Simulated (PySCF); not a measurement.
A structure optimised at B3LYP-D3(BJ)/def2-SVP, used in a PySCF frequency run:

```xyz
8

Mg     0.3781     0.0395    -0.0822
S      2.2113    -0.8570    -1.1563
C      1.5408    -2.3951    -1.9371
H      1.1650    -3.1071    -1.1887
H      2.3757    -2.8690    -2.4719
H      0.7476    -2.1755    -2.6657
Se    -1.5364     1.0435     1.0346
H     -1.2150     0.2809     2.2607
```
Charge 0, spin multiplicity 1.

### Question
Write its SMILES and formula.

### Answer
C[S][Mg][SeH], CH₄MgSSe

### Question
What are its rotational constants (standard atomic weights)?

### Answer
13.019, 0.68609, 0.65820 GHz
